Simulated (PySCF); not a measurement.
HMoO3, SMILES [O]=[Mo](=[O])[OH] (connectivity only; charge and spin as stated), neutral, multiplicity 2.

Coordinates come from a B3LYP-D3(BJ)/def2-SVP optimisation. The geometry has at least one imaginary mode, so it is a saddle point at that level. The multiplicity is an assumed one; other spin states were not compared. The isomer is the one that the SMILES or the coordinates give; other isomers of the formula were not compared. The def2 effective core potentials stand for the cores of Mo; spin–orbit coupling is left out. One conformer was computed; it need not be the lowest.

Method: TDA-M06-2X/def2-SVPD (PySCF).

Vertical excitations. Isolated molecule, no solvent.

```tsv
state	energy (eV)	λ (nm)	f	main pairs
root 1	1.38	898	0.001	α HOMO→LUMO 97 %
root 2	2.11	588	0.000	α HOMO→LUMO+1 98 %
root 3	3.48	356	0.001	β HOMO→LUMO 97 %
root 4	3.89	319	0.000	α HOMO−1→LUMO+1 82 %, β HOMO→LUMO+2 6 %
root 5	3.99	311	0.000	α HOMO−1→LUMO 83 %
root 6	4.25	292	0.000	α HOMO−2→LUMO 34 %, α HOMO−5→LUMO+1 8 %, β HOMO−2→LUMO 36 %, β HOMO−1→LUMO+1 9 %
root 7	4.47	277	0.000	α HOMO→LUMO+4 45 %, α HOMO→LUMO+2 18 %, α HOMO→LUMO+6 14 %, β HOMO−2→LUMO 14 %
root 8	4.47	277	0.001	α HOMO−2→LUMO+1 38 %, α HOMO−5→LUMO 12 %, β HOMO−1→LUMO+2 17 %, β HOMO−3→LUMO 13 %, β HOMO−4→LUMO+1 6 %
root 9	4.58	271	0.008	α HOMO−2→LUMO 13 %, α HOMO→LUMO+4 11 %, β HOMO−2→LUMO 42 %, β HOMO−1→LUMO+1 11 %, β HOMO−4→LUMO+2 7 %
root 10	4.65	267	0.001	β HOMO→LUMO+2 63 %, β HOMO−1→LUMO 16 %
```
Unrestricted roots are not spin-pure.
